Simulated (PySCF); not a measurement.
## Trend along group 13: MS molecules

CCSD(T) with triple-zeta basis sets in PySCF, for the lowest determinant that a PBE0 search found; no spin–orbit coupling. De refers to high-spin ground-configuration atoms.

| M | basis | reference, frozen orbitals | state (unpaired electrons) | Re (Å) | ωe (cm⁻¹) | De (eV) |
| --- | --- | --- | --- | --- | --- | --- |
| B | x2c-TZVPPall | ROHF, 6 | doublet (σ ↑) | 1.620 | 1172 | 5.57 |
| Al | x2c-TZVPPall | UHF, 10 | doublet (σ ↑) | 2.046 | 613 | 3.95 |
| Ga | def2-TZVPP | UHF, 14 | doublet (σ ↑) | 2.077 | 474 | 3.57 |
| Tl | x2c-TZVPPall | UHF, 39 | doublet (π ↑) | 2.595 | 269 | 2.81 |

The shortest bond is that of BS (1.620 Å), the longest that of TlS (2.595 Å). BS is bound most strongly (5.57 eV) and TlS least (2.81 eV).

The rows differ in basis set, which adds steps of its own.

The state changes along the series, so neighbouring rows are not always alike in their bonding.

Correlated steps freeze the inner cores (6 to 39 orbitals); shallow outer-core shells are correlated. UHF and ROHF references stand side by side, which adds small steps between rows. These are scalar-relativistic numbers at best; spin–orbit coupling would shift them, the dissociation energy most. States were picked by a PBE0 search and need not be the measured ground states.
